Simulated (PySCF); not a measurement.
A GIAO shielding run with PySCF 2.14.0 with density-fitted response routines (density fitting, non-relativistic, gas phase) on `N[SiH2][SiH2]O`, H$_{7}$NOSi$_{2}$:

```
{"job": {"kind": "nmr", "xc": "wB97X-D", "basis": "pcSseg-2", "pop": false}, "charge": 0, "multiplicity": 1}
N     -2.094719    -0.175501    -0.930600
Si    -0.965723    -0.198996     0.389114
Si     1.199207    -0.107449    -0.519497
O      2.337987     0.219224     0.664769
H     -2.003301     0.541189    -1.642342
H     -3.073552    -0.377694    -0.757060
H     -1.086038     0.919841     1.397135
H     -1.185136    -1.462413     1.159172
H      1.212104     0.929857    -1.608285
H      1.598550    -1.407350    -1.129064
H      2.122515     0.941251     1.262169
```

Hardware: 1 thread of an Arm Neoverse V1, shared host.

(1) How large is the calculation?

(2) How long does it take?

(3) And these other runs on the same molecule and hardware: GIAO shielding at PBE0/pcSseg-1; GIAO shielding at PBE0/6-311+G(2d,p); GIAO shielding at PBE0/6-31G*; GIAO shielding at PBE0/IGLO-III; GIAO shielding at PBE0/aug-cc-pVDZ; GIAO shielding at PBE0/cc-pVDZ?

Results:

(1) 50 electrons, 256 basis functions and 744 auxiliary functions.

(2) 31 s of wall time, with 14 SCF cycles and 6 response iterations. Times on a shared host scatter by some tens of per cent.

(3) PBE0/pcSseg-1: 117 functions, 7.3 s; PBE0/6-311+G(2d,p): 166 functions, 13 s; PBE0/6-31G*: 78 functions, 5.7 s; PBE0/IGLO-III: 228 functions, 21 s; PBE0/aug-cc-pVDZ: 163 functions, 14 s; PBE0/cc-pVDZ: 99 functions, 7.2 s.
